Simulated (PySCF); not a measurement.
# How methods differ on the ionisation energy of Mo(23+)

Mo(23+) [Ar] 3d1 (2D) → Mo(24+) [Ar] (1S), as a difference of total energies. All numbers are calculated (PySCF 2.14, scalar relativity by spin-free X2C-1e, in an even-tempered Gaussian basis (18 s from 2.5 bohr⁻², ratio 2.5; 12 p from 3.2 bohr⁻², ratio 2.5; 8 d from 3.2 bohr⁻², ratio 2.5; 4 f from 11 bohr⁻², ratio 2.7; 3 g from 17 bohr⁻², ratio 2.7)). Correlated levels: outer shells: [Ne] frozen; virtual orbitals above 40 to 60 times the deepest correlated orbital energy dropped. The calculations carry no spin-orbit coupling.

```json
{"method": "UHF", "ionisation energy (eV)": "1079.4"}
{"method": "LDA", "ionisation energy (eV)": "1080.7"}
{"method": "PBE", "ionisation energy (eV)": "1081.1"}
{"method": "PBE0", "ionisation energy (eV)": "1081.0"}
{"method": "r2SCAN", "ionisation energy (eV)": "1081.4"}
{"method": "BP86", "ionisation energy (eV)": "1081.4"}
{"method": "BLYP", "ionisation energy (eV)": "1081.4"}
{"method": "MP2 (outer shells)", "ionisation energy (eV)": "1079.4"}
{"method": "SCS-MP2 (outer shells)", "ionisation energy (eV)": "1079.4"}
```

A first-order spin-orbit estimate (lowest level to lowest level, LS coupling) adds 2.736 eV.

Breit and QED terms and the two-electron picture change are absent.

For comparison: 1082 ± 4 eV (theoretical estimate listed by NIST; NIST Atomic Spectra Database, ionization energies).
